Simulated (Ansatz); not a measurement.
Start from `[CH3][SbH][SH]` and change one atom or group to get `[CH3][SbH][OH]`.

Ansatz, PBE0-D4/def2-TZVP geometries, multiplicity 1. Each molecule was computed in one conformer, which needn't be the lowest.

Elements past krypton have def2 core potentials.

| property | `[CH3][SbH][SH]` |
| --- | --- |
| HOMO–LUMO gap (PBE0/def2-TZVPP) / eV | 6.23 |
| LUMO energy (B3LYP/def2-TZVPP) / eV | -1.13 |
| HOMO–LUMO gap (PBE/def2-TZVPP) / eV | 4.24 |
| ideal-gas entropy at 298 K and 1 bar (rigid rotor, harmonic PBE0-D4/def2-TZVP) / J/(mol·K) | 331 |
| HOMO–LUMO gap (B3LYP/def2-TZVPP) / eV | 5.74 |
| HOMO–LUMO gap (ωB97M-V/def2-TZVPP) / eV | 10.10 |

Give the same properties after the change, and the shifts. (An estimate is asked.)

Computed: 
```tsv
property	`[CH3][SbH][OH]`	shift
HOMO–LUMO gap (PBE0/def2-TZVPP) / eV	6.16	-0.07
LUMO energy (B3LYP/def2-TZVPP) / eV	-1.08	0.05
HOMO–LUMO gap (PBE/def2-TZVPP) / eV	4.30	0.06
ideal-gas entropy at 298 K and 1 bar (rigid rotor, harmonic PBE0-D4/def2-TZVP) / J/(mol·K)	318	-13
HOMO–LUMO gap (B3LYP/def2-TZVPP) / eV	5.74	0.00
HOMO–LUMO gap (ωB97M-V/def2-TZVPP) / eV	9.94	-0.16
```

With PBE0 the HOMO rises by 0.15 eV and the LUMO rises by 0.08 eV, so the gap narrows by about 0.07 eV. PBE moves the HOMO by 0.02 eV and ωB97M-V by 0.18 eV.

B3LYP here is the variant with VWN-RPA as its local correlation; programs differ in this.

Spin–orbit coupling is left out; it splits and shifts lone-pair levels of the heavy atoms by tenths of an eV.
